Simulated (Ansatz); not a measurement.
```xyz
9

S     0.0000    0.0000    1.0941
C     0.0000    1.1362   -0.0028
C     0.0000   -1.1362   -0.0028
C     0.0000    0.6551   -1.1680
C     0.0000   -0.6551   -1.1680
H     0.0000    2.1007    0.2697
H     0.0000   -2.1007    0.2697
H     0.0000    1.2195   -1.9980
H     0.0000   -1.2195   -1.9980
```

Basis set: cc-pVDZ (spherical functions). Frozen core: 9 orbitals. Charge 0, multiplicity 1.

Computed with Ansatz (development build ahead of 0.2.0); each method stands on the lowest determinant of its kind that the runs found. Restricted open shells among the atoms or ions are ROHF, correlated in semicanonical orbitals with singles.

Question: Give the atomization energy at this shape (free ground-state atoms in the same class of orbitals less the molecule, no zero-point energy) of singlet C4H4S by RHF-MP2, RHF.

Answer:

```
 method  atomization energy
RHF-MP2       3524.9 kJ/mol
    RHF       2653.8 kJ/mol
```

Caution: no unrestricted run beside it, a lower state can exist; the shape is not the minimum.
